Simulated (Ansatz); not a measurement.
`C[BH][AlH2]` and `C[BH][ZnH]` differ in one atom or group.

Ansatz, PBE0-D4/def2-TZVP geometries, multiplicity 1. 

Scalar relativity is left out up to krypton.

```
                                                                                  property  `C[BH][AlH2]`
                                                        LUMO energy (PBE0/def2-TZVPP) / eV          -1.72
                                                       HOMO–LUMO gap (PBE/def2-TZVPP) / eV           3.18
                                            size of the dipole moment (PBE/def2-TZVPP) / D           1.31
                                                     LUMO energy (ωB97M-V/def2-TZVPP) / eV           0.11
                                                       HOMO energy (B3LYP/def2-TZVPP) / eV          -6.85
ideal-gas entropy at 298 K and 1 bar (rigid rotor, harmonic PBE0-D4/def2-TZVP) / J/(mol·K)            310
```

(1) Give the same properties after the change, and the shifts. (An estimate is asked.)

Results:

(1) Ansatz gave: 
```csv
property,`C[BH][ZnH]`,shift
LUMO energy (PBE0/def2-TZVPP) / eV,-1.97,-0.25
HOMO–LUMO gap (PBE/def2-TZVPP) / eV,2.71,-0.47
size of the dipole moment (PBE/def2-TZVPP) / D,1.39,0.08
LUMO energy (ωB97M-V/def2-TZVPP) / eV,-0.17,-0.28
HOMO energy (B3LYP/def2-TZVPP) / eV,-6.50,0.35
"ideal-gas entropy at 298 K and 1 bar (rigid rotor, harmonic PBE0-D4/def2-TZVP) / J/(mol·K)",304,-6
```

With PBE0 the HOMO rises by 0.36 eV and the LUMO falls by 0.25 eV, so the gap narrows by about 0.61 eV. PBE moves the HOMO by 0.27 eV and ωB97M-V by 0.35 eV. The zero-point energy changes by -17.7 kJ/mol with -3 modes. Dipoles are sizes alone; their direction can turn.

B3LYP here is the variant with VWN-RPA as its local correlation; programs differ in this.
